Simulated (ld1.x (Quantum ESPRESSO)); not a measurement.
**What one change does to a pseudopotential (tin (Sn), ultrasoft)**

- Element: tin (Sn)
- Generator: ld1.x (Quantum ESPRESSO) 7.5
- Type: ultrasoft
- Functional: LDA (PZ)
- Relativity: scalar-relativistic
- Frozen core: [Kr]
- Valence charge: 14
- Reference configuration: 4d10 5s1.75 5p2.25
- Partial waves: 5s (bound): rcut 1.70, rcutus 1.90 bohr; 5s channel at 0.5 Ry: rcut 1.70, rcutus 1.90 bohr; 5p (bound): rcut 1.90, rcutus 2.50 bohr; 5p channel at 0.15 Ry: rcut 1.90, rcutus 2.50 bohr; 4d (bound): rcut 1.20, rcutus 1.30 bohr; 4d channel at -1.05 Ry: rcut 1.20, rcutus 1.30 bohr
- Local potential: all-electron potential smoothed inside 1.90 bohr (lloc = -1)
- Core correction: none
- Augmentation charge: PSQ, radius 1.25 bohr

Change: local potential all-electron potential smoothed inside 1.36 bohr (lloc = -1).

Cutoffs: the cutoffs (Ry, on a coarse ladder) from which the occupation-weighted sum of valence levels, in a spherical-Bessel basis at the reference potential, stays within 10 and 1 mRy of its value at 400 Ry; they do not see the model core or the augmentation charge, which bear on the density cutoff. Errors are all-electron minus pseudo energies relative to the spin-unpolarised reference configuration.

Problem. What does the change do?

Solution. The potential gets neither clearly harder nor softer (90 Ry and 140 Ry → 90 Ry and 140 Ry); a bound ghost appears in s, which as a rule spoils a file; the number of tests with a reliable result goes from 9 to 6 (the test run of the changed file stopped, so its transferability is not established); the errors of the 6 common tests hardly move; the range in which the s phases agree narrows (upper end at the end of the scan → 3.6); the range in which the p phases agree widens (upper end 3.6 → at the end of the scan). A state that the projectors do not describe sees the local part alone, so a deeper or shallower local part can create or remove a ghost.

| quantity | base | changed |
| --- | --- | --- |
| cutoff, loose | 90 Ry | 90 Ry |
| cutoff, tight | 140 Ry | 140 Ry |
| loose cutoff by channel (10 mRy a level) | s 8 Ry, p 6 Ry, d 55 Ry | s 6 Ry, p 6 Ry, d 55 Ry |
| bound ghosts | none | s |
| tests with a reliable result | 9 of 9 | 6 of 9 (the test run stopped) |
| error for 4d10 5s2 5p2, meV [ΔE -1.74 eV] | +0.1 | +0.1 |
| error for 4d10 5s2 5p1, meV [ΔE 5.35 eV] | -1.2 | -1.2 |
| error for 4d10 5s2 5p0, meV [ΔE 19.62 eV] | -1.7 | -1.8 |
| error for 4d10 5s1 5p2, meV [ΔE 13.09 eV] | -0.9 | -0.7 |
| error for 4d10 5s2 5p2.3, meV [ΔE -2.64 eV] | +0.4 | +0.5 |
| error for 4d10 5s2 5p1.5, meV [ΔE 0.97 eV] | -0.5 | -0.4 |
| s: phases at 2.70 bohr within 0.05 rad from the reference energy up to (Ry; the scan ends near 5) | to the end of the scan | 3.6 |
| p: phases at 2.70 bohr within 0.05 rad from the reference energy up to (Ry; the scan ends near 5) | 3.6 | to the end of the scan |
| d: phases at 2.70 bohr within 0.05 rad from the reference energy up to (Ry; the scan ends near 5) | to the end of the scan | to the end of the scan |
| lowest overlap eigenvalue by channel | s 0.49, p 0.52, d 0.97 | s 0.45, p 0.40, d 0.96 |

 A true bound ghost makes a file unfit for plane-wave use even where its test errors are small: the radial tests pick states by their node count and pass the ghost by.
